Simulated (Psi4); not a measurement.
Cl₄Se, charge +1, doublet, at a GFN2-xTB geometry (a state made from the parent by changing its charge; the spin is typed, not shown lowest); B97M-V/STO-3G in Psi4.

The Psi4 input:
```
memory 2 GB

molecule {
1 2
  Se   -0.00159498    0.00389970    0.25122790
  Cl    1.04149230   -1.30759797   -1.02550286
  Cl    1.74308011    1.41318051    0.79024394
  Cl   -1.02813305    1.27493491   -1.07872989
  Cl   -1.75324939   -1.38831685    0.81153300
}

set basis sto-3g
set reference uks

energy('b97m-v')
print_variables()
```

Output, abridged:

```
   => Loading Basis Set <=

    Name: STO-3G
    Role: ORBITAL
    Keyword: BASIS

         ---------------------------------------------------------
                                   SCF
               by Justin Turney, Rob Parrish, Andy Simmonett
                          and Daniel G. A. Smith
                              UKS Reference
         ---------------------------------------------------------

  ==> Geometry <==

    Molecular point group: c1
    Full point group: C1

    Geometry (in Angstrom), charge = 1, multiplicity = 2:

       Center              X                  Y                   Z               Mass
    ------------   -----------------  -----------------  -----------------  -----------------
         SE          -0.001522567593     0.003722648959     0.239821854659    79.916521800000
         CL           1.041564712407    -1.307775021041    -1.036908905341    34.968852682000
         CL           1.743152522407     1.413003458959     0.778837894659    34.968852682000
         CL          -1.028060637593     1.274757858959    -1.090135935341    34.968852682000
         CL          -1.753176977593    -1.388493901041     0.800126954659    34.968852682000

  Running in c1 symmetry.

  Rotational constants: A =      0.05286  B =      0.03525  C =      0.03107 [cm^-1]
  Rotational constants: A =   1584.84822  B =   1056.62407  C =    931.53798 [MHz]
  Nuclear repulsion =  818.775687236657291

  Charge       = 1
  Multiplicity = 2
  Electrons    = 101
  Nalpha       = 51
  Nbeta        = 50

  ==> Algorithm <==

  SCF Algorithm Type is DF.
  DIIS enabled.
  MOM disabled.
  Fractional occupation disabled.
  Guess Type is SAD.
  Energy threshold   = 1.00e-06
  Density threshold  = 1.00e-06
  Integral threshold = 1.00e-12

  ==> Primary Basis <==

  Basis Set: STO-3G
    Blend: STO-3G
    Number of shells: 28
    Number of basis functions: 54
    Number of Cartesian functions: 55
    Spherical Harmonics?: true
    Max angular momentum: 2

  ==> DFT Potential <==

   => LibXC <=

    Version 7.1.2
    S. Lehtola, C. Steigemann, M. J. T. Oliveira, and M. A. L. Marques,  SoftwareX 7, 1–5 (2018) (10.1016/j.softx.2017.11.002)

   => Composite Functional: B97M-V <=

    B97M-V GGA Exchange-Correlation Functional

    N. Mardirossian and M. Head-Gordon,  J. Chem. Phys. 142, 074111 (2015) (10.1063/1.4907719)

    Deriv               =              1
    GGA                 =           TRUE
    Meta                =           TRUE

[...]
      Ntotal   =  100.9999882031 ; deviation = -1.180e-05

   @Spin Contamination Metric:   7.080735171E-03
   @S^2 Expected:                7.500000000E-01
   @S^2 Observed:                7.570807352E-01
   @S   Expected:                5.000000000E-01
   @S   Observed:                5.000000000E-01

    Orbital Energies [Eh]
    ---------------------

    Alpha Occupied:

[...]
    Alpha Virtual:

[...]
    Beta Occupied:

[...]
    Beta Virtual:

[...]
      54A     -0.283005

    Final Occupation by Irrep:
              A
    DOCC [    50 ]
    SOCC [     1 ]
    NA   [    51 ]
    NB   [    50 ]

  @DF-UKS Final Energy: -4194.91137811016597

   => Energetics <=

    Nuclear Repulsion Energy =            818.7756872366572907
    One-Electron Energy =               -7443.3136727643313861
    Two-Electron Energy =                2629.2385218686563348
    DFT Exchange-Correlation Energy =    -200.0332350433442343
    Empirical Dispersion Energy =           0.0000000000000000
    VV10 Nonlocal Energy =                  0.4213205921960837
    Total Energy =                      -4194.9113781101659697

  UHF NO Occupations:
  HONO-2 :   49  A 1.9998958
  HONO-1 :   50  A 1.9966414
  HONO-0 :   51  A 1.0000000
  LUNO+0 :   52  A 0.0033586
  LUNO+1 :   53  A 0.0001042
  LUNO+2 :   54  A 0.0000833

Computation Completed

Properties will be evaluated at   0.000000,   0.000000,   0.000000 [a0]

Properties computed using the SCF density matrix

 Multipole Moments:

 ------------------------------------------------------------------------------------
     Multipole            Electronic (a.u.)      Nuclear  (a.u.)        Total (a.u.)
 ------------------------------------------------------------------------------------

 L = 1.  Multiply by 2.5417464519 to convert [e a0] to [Debye]
 Dipole X            :         -0.0134640            0.0139580            0.0004940
 Dipole Y            :          0.0330234           -0.0341270           -0.0011035
 Dipole Z            :          2.1257899           -2.1985391           -0.0727492
 Magnitude           :                                                    0.0727593

 ------------------------------------------------------------------------------------

  Variable Map:
  ----------------------------------------------------------------------------
[...]
  Array Variable Map:
  ----------------------------------------------------------------------------
[...]
[...]
```
